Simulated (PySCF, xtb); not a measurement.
C2H6BClO2, SMILES O(B(Cl)O)CC. The values are those of a single conformer.

Harmonic wavenumbers (cm⁻¹) from GFN2-xTB run with xtb at its own minimum, in rising order: 29, 99, 159, 231, 281, 362, 431, 517, 530, 643, 831, 869, 953, 1046, 1092, 1123, 1153, 1252, 1316, 1366, 1397, 1459, 1475, 1491, 2936, 2950, 3047, 3049, 3051, 3629.

What does PBE0-D3(BJ)/def2-SVP in PySCF 2.14.0 give at its own minimum? (An estimate is asked for; the answer gives what the named calculation found.)

61, 91, 195, 284, 310, 397, 467, 530, 608, 710, 813, 896, 988, 1107, 1134, 1187, 1280, 1324, 1370, 1412, 1456, 1471, 1480, 1545, 3062, 3072, 3131, 3163, 3169, 3930. Paired by order, the mean absolute difference is 64 cm⁻¹ and the zero-point energies are 55.4 and 58.1 kcal/mol.
